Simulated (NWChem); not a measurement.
# C3H9Si cation

```xyz
13

C      1.8306     0.2235    -0.0005
Si    -0.0001     0.0000     0.0004
C     -0.7218    -1.6973     0.0001
C     -1.1088     1.4738     0.0004
H      2.3741    -0.7251    -0.0302
H      2.1388     0.7820     0.8959
H      2.1350     0.8386    -0.8598
H     -0.3786    -2.2498    -0.8871
H     -1.8153    -1.6936     0.0144
H     -0.3542    -2.2622     0.8693
H     -1.7465     1.4610    -0.8962
H     -1.7938     1.4306     0.8595
H     -0.5588     2.4186     0.0293
```
Atoms are numbered in this order, from 1.

All runs: NWChem. Pople sets run with spherical d functions. All runs use the structure optimised with B3LYP/6-31G* (spherical d). Vertical excitations in the gas phase; the lowest state need not have the same character in each row.

| level | lowest excitation, singlet (eV) | oscillator strength of that lowest state | orbital gap (eV) |
|---|---|---|---|
| PBE/6-31G*, TDA | ? | 0.000 | ? |
| B3LYP/6-31G*, TDA | 5.38 | 0.000 | 6.67 |
| Hartree-Fock/6-31G*, CIS | 6.62 | 0.000 | 13.78 |
| CAM-B3LYP/6-31G*, TDA | 5.58 | 0.000 | 9.60 |

Problem. What belongs in the gaps?

Solution. 
- PBE/6-31G*, TDA, lowest excitation, singlet (eV): 5.07
- PBE/6-31G*, TDA, orbital gap (eV): 4.91
